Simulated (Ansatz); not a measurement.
Cost and result for the atomization energy of C4H3F3O2, SMILES `O=C(/C=C/O)C(F)(F)F` (12 atoms, 11 bonds).

```xyz
12

O     1.6665   -0.8109   -0.6258
C     0.8889   -0.1247   -0.0113
C    -0.5542   -0.0954   -0.1704
C    -1.1266   -0.8936   -1.0842
O    -2.4212   -0.9893   -1.3555
C     1.4278    0.8442    1.0703
F     1.0879    2.1069    0.7719
F     0.8850    0.5564    2.2626
F     2.7399    0.7804    1.1826
H    -1.1416    0.5713    0.4518
H    -0.5239   -1.5540   -1.6987
H    -2.9286   -0.3911   -0.7935
```

Total charge 0; spin multiplicity 1. The structure was optimised at the PBE0-D4/def2-TZVP level. It is one conformer, not always the lowest. Program: Ansatz. All runs use 2 threads of an AMD EPYC 7R13 on a shared host and a share of an NVIDIA H100 80 GB. Times are those of one run each, without the atoms' runs, and a repeat can differ threefold. Electronic energies, without spin–orbit coupling; frozen cores. CCSD(T)/CBS adds CCSD(T) − MP2 in def2-TZVPP to the MP2 limit, and its time is that of the two runs behind it. T1 = 0.015. B3LYP takes the VWN-RPA correlation (the form of Gaussian; ORCA's B3LYP/G).

CCSD(T)/CBS is a level of theory with its own doubt, some kJ/mol a heavy atom from the limit and from the frozen cores, so smaller differences don't rank the functionals.

```csv
level,functions,wall time,atomization (kJ/mol),difference from CCSD(T)/CBS,per bond
revPBE-D4/def2-TZVPP,321,4.7 s,5385.0,85.8,7.8
BLYP-D4/def2-TZVPP,321,6.5 s,5371.0,71.8,6.5
LDA (SPW92)/def2-TZVPP,321,7.5 s,6431.3,1132.1,102.9
PBE0-D4/def2-TZVPP,321,9 s,5371.2,72.0,6.5
CCSD(T)/def2-SVP,141,10 s,5062.6,-236.6,-21.5
B2PLYP/def2-TZVPP,321,11 s,5258.8,-40.4,-3.7
ωB97M-V/def2-TZVPP (with forces),321,13 s,5337.9,38.7,3.5
B3LYP-D4/def2-TZVPP (with forces),321,13 s,5295.8,-3.4,-0.3
r2SCANh-D4/def2-TZVPP,321,13 s,5296.9,-2.3,-0.2
BHLYP-D4/def2-TZVPP,321,14 s,5004.1,-295.1,-26.8
CCSD(T)/def2-TZVPP,321,15 s,5147.5,-151.7,-13.8
MP2/def2-QZVPP,603,15 s,5468.4,169.2,15.4
CCSD(T)/CBS(def2),–,29 s,5299.2,0.0,0.0
```

From PBE to PBE0 (25 % exact exchange), in def2-TZVPP and without D4, the atomization energy moves by −217.5 kJ/mol: exact exchange takes away binding that semilocal exchange gives to molecules. In def2-TZVPP, CCSD(T) changes the Hartree–Fock value by +1560.7 kJ/mol (the triples alone add +127.7 kJ/mol) and MP2 by +1792.4 kJ/mol; breaking electron pairs costs correlation energy, which Hartree–Fock lacks. At CCSD(T), def2-SVP lies −236.5 kJ/mol from the extrapolated value and def2-TZVPP −151.6 kJ/mol: correlation converges slowly with the basis, and small sets miss more of it in the bonded molecule than in its fragments.
